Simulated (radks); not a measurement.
Mn2+, 23 electrons, occupied as [Ar] 3d4.25 4s0.75 (fractional occupations, a model configuration). Calculated with a radial shooting solver on a logarithmic mesh with Libxc functionals: scalar-relativistic Kohn-Sham, r2SCAN, spin-unpolarised, spherical densities, finite nucleus; meta-GGA in the generalised Kohn-Sham scheme; Fermi nuclear charge, rms radius 3.7057 fm.

X-ray form factor f0, the Fourier transform of the density (f0(0) = 23):

sin(theta)/lambda (1/angstrom),f0 (electrons)
0.05,22.645
0.1,21.678
0.15,20.324
0.2,18.799
0.25,17.245
0.3,15.738
0.4,13.030
0.5,10.867
0.6,9.272
0.8,7.376
1,6.356
1.25,5.398
1.5,4.491
2,2.965
